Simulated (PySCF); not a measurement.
**From a computed spectrum to the compound**

A species of 7 atoms with charge -1 has these harmonic modes (PBE0, small Gaussian bases with core potentials, PySCF 2.14.0):

```json
{"cm⁻¹": "62", "km/mol": "18.4", "symmetry": "a1"}
{"cm⁻¹": "93", "km/mol": "1.9", "symmetry": "e"}
{"cm⁻¹": "93", "km/mol": "1.9", "symmetry": "e"}
{"cm⁻¹": "143", "km/mol": "0.0", "symmetry": "a2"}
{"cm⁻¹": "232", "km/mol": "214.1", "symmetry": "e"}
{"cm⁻¹": "232", "km/mol": "214.1", "symmetry": "e"}
{"cm⁻¹": "331", "km/mol": "0.0", "symmetry": "e"}
{"cm⁻¹": "331", "km/mol": "0.0", "symmetry": "e"}
{"cm⁻¹": "339", "km/mol": "394.4", "symmetry": "a1"}
{"cm⁻¹": "411", "km/mol": "147.5", "symmetry": "e"}
{"cm⁻¹": "411", "km/mol": "147.5", "symmetry": "e"}
{"cm⁻¹": "437", "km/mol": "0.0", "symmetry": "a1"}
{"cm⁻¹": "3934", "km/mol": "3.3", "symmetry": "e"}
{"cm⁻¹": "3934", "km/mol": "3.3", "symmetry": "e"}
{"cm⁻¹": "3935", "km/mol": "0.0", "symmetry": "a1"}
```

Which species is it, and in which structure?

[Nd(OH)3]− (singlet in the valence; each metal's 4f electrons, 4 of them, lie in its core potential, out of spins and levels):
```xyz
7

Nd    0.0000    0.0000   -0.0021
O     2.3076    0.0000    0.0052
H     3.2670    0.0000    0.0145
O    -1.1538    1.9985    0.0052
H    -1.6335    2.8293    0.0145
O    -1.1538   -1.9985    0.0052
H    -1.6335   -2.8293    0.0145
```
Ideal gas at 298.15 K and 1 bar: S = 394.5 J/(mol K), Cp = 119.0 J/(mol K), H − H(0 K) = 25.7 kJ/mol (rigid rotor, harmonic modes, spin degeneracy alone, that of the 4f electrons in the core included). An lcecp potential fixes the number of 4f electrons, so in runs with it no electron can move into or out of that shell; real Nd(II) is rare or takes another configuration.
 This is one of several that fit.
